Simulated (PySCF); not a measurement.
Here is a job for PySCF.
```python
from pyscf import gto, scf, mp

mol = gto.Mole()
mol.atom = '''
    C    -0.71168148    1.23351100   -1.07636252
    Si    1.07543037    1.43687106   -0.47476721
    C     1.87943260   -0.28895713   -0.16239899
    Si    0.75114891   -1.44239867    0.89544079
    C    -1.01445039   -1.45475052    0.20294709
    Si   -1.90909574    0.26137304    0.09741523
    H    -0.72855834    0.76450007   -2.05941756
    H    -1.19188360    2.20351012   -1.19113742
    H     1.87332515    1.92538266   -1.61317056
    H     1.13006559    2.22518524    0.75334844
    H     2.08858443   -0.76717264   -1.11779216
    H     2.83828187   -0.16102186    0.33336312
    H     1.34542763   -2.76177822    0.61738993
    H     0.76760630   -0.99306247    2.28487176
    H    -1.67107591   -2.05120094    0.83362568
    H    -1.03076586   -1.91877697   -0.78248000
    H    -1.95484625    0.89334961    1.41458385
    H    -3.23073498    0.12042935   -0.51154193
'''
mol.basis = '6-31g*'
mol.charge = 1
mol.spin = 1
mol.verbose = 4
mol.build()

mf = scf.UHF(mol)
mf.kernel()

pt = mp.MP2(mf, frozen=18)
pt.kernel()
print('E(MP2) = %.10f' % pt.e_tot)
```

Problem. Predict the total energy from MP2/6-31G* in PySCF.

Solution. -987.6460 Eh

Problem. Estimate the SCF-reference <S^2> that MP2/6-31G* returns for this input.

Solution. 0.783

Problem. What SCF-reference Mulliken (on the basis functions themselves) charges in atom order does MP2/6-31G* give?

Solution. C1 -0.92, Si2 0.84, C3 -0.91, Si4 0.84, C5 -0.92, Si6 0.86, H7 0.26, H8 0.28, H9 -0.04, H10 -0.08, H11 0.25, H12 0.27, H13 -0.04, H14 -0.08, H15 0.28, H16 0.26, H17 -0.07, H18 -0.07

Problem. Estimate the number of basis functions that MP2/6-31G* returns for this input.

Solution. 120

Problem. What is the computed nuclear repulsion energy (MP2/6-31G*)?

Solution. 443.4606 Eh

Problem. Estimate the SCF-reference HOMO energy that MP2/6-31G* returns for this input.

Solution. -14.17 eV

These values belong to the state on which the SCF converged, which isn't shown to be the lowest.
